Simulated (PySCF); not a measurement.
SbH: frontier orbitals

CAM-B3LYP at R = 1.718 Å; Sb def2-TZVP with ECP28, H def2-TZVP; scalar-relativistic core potentials (PySCF 2.14). State: ³Σ⁻ (triplet), unpaired electrons π ↑↑. Only the outer orbitals are listed, counted within each symmetry, core potentials removing the inner ones.

```tsv
spin	orbital	occ.	ε (eV)	on Sb (%)	main shells (%)
α	4σ	1	-17.36	89	88 Sb s, 11 H s
α	5σ	1	-10.10	62	50 Sb p, 38 H s, 9 Sb s
α	3π	1	-7.55	100	100 Sb p
α	3π	1	-7.55	100	100 Sb p
α	6σ	0	1.15	62	57 Sb p, 38 H s
α	7σ	0	3.99	92	92 Sb p
α	4π	0	4.20	100	100 Sb p
β	4σ	1	-15.74	83	80 Sb s, 17 H s
β	5σ	1	-9.69	64	46 Sb p, 36 H s, 16 Sb s
β	3π	0	-2.05	100	100 Sb p
β	3π	0	-2.05	100	100 Sb p
β	6σ	0	1.42	67	62 Sb p, 33 H s
```

Problem. Which are the highest filled and the lowest empty level, where do they sit, and how wide is the gap?

Solution. Highest filled α 3π at -7.55 eV (in %: 100 Sb p); lowest empty β 3π at -2.05 eV (in %: 100 Sb p); the gap at CAM-B3LYP is 5.50 eV. Both belong to one degenerate shell, split only by its one-sided filling, so this is no excitation gap.

- bond order (Mayer): 0.98
- ⟨S²⟩: 2.005
- charge on Sb (Mulliken, basis-dependent): 0.03
- charge on Sb (Löwdin, basis-dependent): 0.06
- dipole moment (positive dipole means Sb(−)H(+)): -0.25 D
- polarisability along the bond: 42.8 bohr³
- polarisability across the bond: 31.7 bohr³

Spin–orbit coupling is left out. The state was picked by a PBE0 search and need not be the measured ground state.
